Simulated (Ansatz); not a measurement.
Geometry optimisation, RKS revPBE/def2-SVP in Ansatz.

Input:

```yaml
crystal:
  periodic: [false, false, false]
  atoms:
    - { symbol: B, position_ang: [-0.20037, 2.19087, -1.20348] }
    - { symbol: O, position_ang: [0.24995, 1.17949, -0.50023] }
    - { symbol: Mg, position_ang: [0.94737, -0.10241, 0.45536] }
    - { symbol: C, position_ang: [0.07923, -1.91306, 1.01038] }
    - { symbol: H, position_ang: [-0.01189, 2.23508, -2.37822] }
    - { symbol: H, position_ang: [-0.7988, 3.07164, -0.67137] }
    - { symbol: H, position_ang: [0.6448, -2.75263, 0.61983] }
    - { symbol: H, position_ang: [-0.91762, -1.91279, 0.57782] }
    - { symbol: H, position_ang: [0.00734, -1.99619, 2.08991] }
basis:
  gaussian: { orbitals: def2-SVP }
hamiltonian:
  xc: revpbe
relax:
  f_tol: 0.015
  max_steps: 40
output:
  orbitals: {}
```

Launched with:

```bash
$ ansatz run input.yaml --threads 1 --pin off --max-ram 2048MiB --backend cpu --events-out ev --progress --plain --runs-dir out
```

Problem. Where does it end, and by what steps?

Solution. The run converged. After 7 steps the energy has fallen by 0.628 eV; Mg3 moved furthest, 0.98 Å.

| step | energy less start (eV) | largest force component (eV/Å) | accepted |
| --- | --- | --- | --- |
| 0 | 0.0000 | 1.503 | yes |
| 1 | -0.3325 | 0.925 | yes |
| 2 | -0.4834 | 0.417 | yes |
| 3 | -0.5663 | 0.194 | yes |
| 4 | -0.6092 | 0.244 | yes |
| 5 | -0.6258 | 0.126 | yes |
| 6 | -0.6270 | 0.176 | yes |
| 7 | -0.6283 | 0.005 | yes |

```xyz
9
Properties=species:S:1:pos:R:3
B -0.099 2.522 -1.328
O -0.035 1.336 -0.700
Mg 0.028 -0.296 0.161
C 0.084 -2.156 1.135
H 0.279 2.633 -2.499
H -0.539 3.518 -0.744
H 0.899 -2.801 0.741
H -0.869 -2.713 1.005
H 0.252 -2.042 2.228
```

Run time: 24 s on 1 thread of Intel(R) Xeon(R) Platinum 8259CL CPU @ 2.50GHz (Skylake/Cascade Lake), with other jobs on the host, peak memory 0.18 GiB.
